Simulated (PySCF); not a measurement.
Two species compared at the same levels of theory.

First species: C₅H₉ClOSi.
SMILES: `O1[C@@H](CCl)[Si@@H](C=C1)C`

Second species: C₆H₈ClF.
SMILES with atom numbers: `[CH2:1]=[C:2]([F:3])/[C:4](=[CH:5]\[Cl:6])[CH2:7][CH3:8]` (hydrogens: H9, H10 on C1; H11 on C5; H12, H13 on C7; H14, H15, H16 on C8)

Levels: PBE0/pcSseg-1 for dipole moment, HOMO energy, LUMO energy and HOMO–LUMO gap; GFN2-xTB for rotational constant A and rotational constant C. Geometries: GFN2-xTB. All species are isolated and taken at one optimised geometry, non-relativistic unless stated. Electronic properties by PySCF.

Dipoles, sizes and rotational constants follow the conformer. The torsions of the flexible species, by atom-mapped SMILES:
- `[CH3:1][Si@@H:2]1[CH:3]=[CH:4][O:5][C@H:6]1[CH2:7][Cl:8]`: O5–C6–C7–Cl8 180°
- `[CH2:1]=[C:2]([F:3])/[C:4](=[CH:5]\[Cl:6])[CH2:7][CH3:8]`: C1–C2–C4–C5 -166°, C2–C4–C7–C8 72°

Which has the higher rotational constant A?

The second: 2.353 GHz against 2.007 GHz, a difference of 0.346 GHz.

Which of the two has the higher dipole moment, and by how much?

The second: 2.96 D against 1.24 D, a difference of 1.72 D.

Which of the two has the higher LUMO energy, and by how much?

The first: 0.14 eV against -1.27 eV, a difference of 1.41 eV.

Which of the two has the higher HOMO–LUMO gap, and by how much?

The first: 6.92 eV against 5.56 eV, a difference of 1.36 eV.

Which of the two has the higher rotational constant C, and by how much?

The second: 0.881 GHz against 0.792 GHz, a difference of 0.089 GHz.

On the first: The dipole equals about 4.1 × 10⁻³⁰ C·m (1 D = 3.33564 × 10⁻³⁰ C·m).

On the second: The dipole equals about 9.9 × 10⁻³⁰ C·m (1 D = 3.33564 × 10⁻³⁰ C·m).
